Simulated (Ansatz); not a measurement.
Li3N2⁻, relaxed as a quintet with UKS B3LYP-D4/def2-TZVPD in Ansatz, starting from the B3LYP-D4/def2-TZVPD geometry of the charge -1 singlet. Force threshold 0.02 eV/Å.

The highest occupied level of the charge -1 quintet lies above zero (up to 0.52 eV). It is a level of α spin, whose loss leaves a quartet; that state wasn't run at this geometry and level. The electron is either unbound and held by the finite basis, or the level is raised by self-interaction error. The relaxation made no stability test and no search for a lower SCF solution. At B3LYP-D4/def2-TZVPD a singlet of charge -1 lies 0.24 eV below the quintet, each at its own geometry. That singlet is doubtful there (restricted singlet, unstable towards broken spin symmetry at other levels and untested here). The structure comes from a short search, and lower isomers may exist.

Start:

```xyz
5

Li   -1.674   -0.098   -0.754
Li    1.145   -0.897   -1.249
Li    1.121    0.530    1.358
N     0.072   -0.056   -0.079
N    -0.664    0.521    0.724
```

Problem. Estimate the energy that the relaxation releases and the steps that it takes.

Solution. 1.8 kcal/mol, in 16 steps; 18 s on 4 threads of Arm Neoverse V2 on a shared host. The force fell under the threshold at step 6, but the optimiser went on and released 0.021 eV more. No frequencies were taken in this run, so the end may be a saddle point.

Problem. Does the start keep its bonding and symmetry?

Solution. By distances, no bond broke or formed. The bond that changes most is Li1–N5, from 1.89 to 1.99 Å (atoms count from 1). Point group C2v at the start, Cs at the end, both within 0.05 Å.

Problem. Predict the relaxed structure.

Solution. 
```csv
atom,x (Å),y (Å),z (Å)
Li1,-1.6930,-0.3968,-0.5646
Li2,1.1365,-0.8423,-1.2544
Li3,1.0321,0.2146,1.4937
N4,0.1290,0.1916,-0.2278
N5,-0.6047,0.8329,0.5531
```
Bond lengths (bridged metal pairs left out): 5 × Li–N 1.77 to 1.99 Å; 1 × N–N 1.25 Å.
